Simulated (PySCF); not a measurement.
## TiO₂: PBE0 against B3LYP

Base calculation in PySCF with density fitting and no spin–orbit coupling, PBE0/def2-TZVP (no relativity): singlet, C2v, Ti–O 1.628 Å (×2); O–Ti–O 111.8°; wavenumbers 353, 1010, 1060 cm⁻¹; dipole moment 6.82 D, gap between the highest occupied and lowest empty levels 4.49 eV, polar-tensor charge of Ti 1.88 e, atomisation energy (no zero-point energy) 1237 kJ/mol.

Q: What changes on going to B3LYP/def2-TZVP (no relativity)?

A: The point group stays the same. Changes: mean bond to Ti +0.013 Å, smallest bond angle +0.2 degrees, highest wavenumber -30 cm⁻¹, lowest wavenumber -7 cm⁻¹, dipole moment -0.05 D, gap between the highest occupied and lowest empty levels -0.64 eV, polar-tensor charge of Ti -0.07 e, atomisation energy (no zero-point energy) +9 kJ/mol. The new structure has Ti–O 1.641 Å (×2); O–Ti–O 112.0°, with wavenumbers 346, 987, 1030 cm⁻¹.

The structures come from searches over a few start shapes, so lower isomers are not excluded.
